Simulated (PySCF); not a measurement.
C3H8BNO, SMILES C[C@@H]1CB(N)O1. Coordinates come from a PBE-D3(BJ)/def2-SVP optimisation. The structure was generated by enumeration; whether it is a known compound was not checked. The values are those of a single conformer.

Computed with PBE-D3(BJ)/def2-SVP run with PySCF.

Harmonic wavenumbers (cm⁻¹): 92, 241, 285, 351, 360, 371, 425, 536, 598, 747, 812, 833, 852, 912, 946, 1016, 1057, 1096, 1148, 1175, 1292, 1307, 1347, 1356, 1402, 1416, 1433, 1563, 2962, 2968, 3014, 3063, 3067, 3077, 3532, 3645. Rotational constants (GHz): 8.493, 2.438, 2.128; symmetry number 1.

Work out the zero-point energy and the ideal-gas rigid-rotor harmonic-oscillator thermochemistry at 298.15 K and 1 atm.

ZPE = ½ Σ hcν = ½ × 50296 cm⁻¹ = 71.90 kcal/mol. H − E(el) = 76.77 kcal/mol. Entropy in cal/(mol K): translation 39.23, rotation 26.39, vibration 13.70, total 79.32. G − E(el) = 53.12 kcal/mol. Cp = 27.46 cal/(mol K). Modes under 150 cm⁻¹ make the vibrational entropy uncertain.
